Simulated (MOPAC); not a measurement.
MOPAC input (PM7):

```
PM7 1SCF CHARGE=-1 GEO-OK AUX(PRECISION=9) THREADS=1
H4AsSi

Si   -1.43532087 1    0.18288973 1    0.37824352 1
As    0.76135491 1   -0.12528119 1   -0.23192483 1
H    -2.31529634 1   -0.68746336 1   -0.47729167 1
H    -2.07482691 1    1.54569124 1    0.22889579 1
H    -1.88496074 1   -0.16989847 1    1.77890948 1
H     1.24486416 1    0.88549353 1    0.82759657 1
```

From the last part of the output:

```
                                                       MOPAC v23.2.5 Linux

          FINAL HEAT OF FORMATION =        -20.24184 KCAL/MOL =     -84.69184 KJ/MOL

          COSMO AREA              =        107.55 SQUARE ANGSTROMS
          COSMO VOLUME            =         96.48 CUBIC ANGSTROMS

          IONIZATION POTENTIAL    =          1.802932 EV
          HOMO LUMO ENERGIES (EV) =         -1.803  4.622
          NO. OF FILLED LEVELS    =          7
          MOLECULAR WEIGHT        =        107.0387         POINT GROUP:  Cs

          MOLECULAR DIMENSIONS (Angstroms)

            Atom       Atom       Distance
            H     6    H     3     4.10508
           As     2    H     4     2.87223
            H     5    H     4     2.12229

          SCF CALCULATIONS        =          1

   ATOM   CHEMICAL          X               Y               Z
  NUMBER   SYMBOL      (ANGSTROMS)     (ANGSTROMS)     (ANGSTROMS)

     1      Si         -1.43532087  *   0.18288973  *   0.37824352  *
     2      As          0.76135491  *  -0.12528119  *  -0.23192483  *
     3       H         -2.31529634  *  -0.68746336  *  -0.47729167  *
     4       H         -2.07482691  *   1.54569124  *   0.22889579  *
     5       H         -1.88496074  *  -0.16989847  *   1.77890948  *
     6       H          1.24486416  *   0.88549353  *   0.82759657  *

                             CARTESIAN COORDINATES

   1   Si       -1.435320870     0.182889730     0.378243520
   2   As        0.761354910    -0.125281190    -0.231924830
   3    H       -2.315296340    -0.687463360    -0.477291670
   4    H       -2.074826910     1.545691240     0.228895790
   5    H       -1.884960740    -0.169898470     1.778909480
   6    H        1.244864160     0.885493530     0.827596570

           Empirical Formula: H4 Si As  =     6 atoms

      MOLECULAR POINT GROUP   :   Cs

                  EIGENVALUES
 -13.50683 -10.55649  -7.81497  -7.42273  -6.26403  -4.20863  -1.80293   4.62160
   4.82558   4.95754   4.99178   5.00404   6.64487   7.09908   7.15855   9.61847
  13.06864  25.99759  26.10532  26.84531  26.99477  27.02516

              NET ATOMIC CHARGES AND DIPOLE CONTRIBUTIONS

  ATOM NO.   TYPE          CHARGE      No. of ELECS.   s-Pop       p-Pop       d-Pop
    1         Si          -0.132819        4.1328     0.87218     3.10752     0.15312
    2         As          -0.863931        5.8639     1.74476     3.99302     0.12615
    3          H           0.001190        0.9988     0.99881
    4          H          -0.032216        1.0322     1.03222
    5          H          -0.032216        1.0322     1.03222
    6          H           0.059991        0.9400     0.94001
 DIPOLE           X         Y         Z       TOTAL
 POINT-CHG.    -0.762     0.322     0.450     0.942
 HYBRID         0.641     0.094     0.026     0.649
 SUM           -0.121     0.416     0.475     0.643

          ATOMIC ORBITAL ELECTRON POPULATIONS

     Atom    s        px        py        pz      x^2-y^2     xz        z^2       yz        xy
    1 Si   0.87218   1.11892   0.99350   0.99511   0.02467   0.03916   0.03244   0.01146   0.04539
    2 As   1.74476   0.98440   1.53622   1.47239   0.02076   0.02562   0.01164   0.04425   0.02388
    3  H   0.99881
    4  H   1.03222
    5  H   1.03222
    6  H   0.94001

 **********************
 *                    *
 * JOB ENDED NORMALLY *
 *                    *
 **********************

 == MOPAC DONE ==
```

The dipole moment of an ion depends on the origin.
